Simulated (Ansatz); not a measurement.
Cartesian coordinates in Å:
```
C -0.7134 0.1612 1.1705
Al 0.0793 0.0843 -0.5905
F -0.6403 0.8058 -1.8908
S 1.9577 -0.9416 -0.9907
H -0.0406 0.6535 1.8785
H -0.9020 -0.8448 1.5562
H -1.6592 0.7069 1.1640
H 1.9185 -0.6253 -2.2971
```

Total charge 0; spin multiplicity 1.

Task: List the PBE0/def2-TZVPP orbital energies in eV (the Gaussian-basis code of Ansatz). (Estimate.)

Result: Computed: Occupied: -2422.26, -1528.35, -672.93, -277.89, -217.64, -161.46, -161.37, -161.31, -114.20, -74.31, -74.17, -74.10, -31.92, -20.22, -19.45, -13.01, -11.82, -11.70, -11.63, -11.40, -11.19, -9.80, -8.55, -7.82. Lowest empty: -0.37, -0.31, 0.44, 1.48, 2.04, 2.85, 2.90, 3.67.
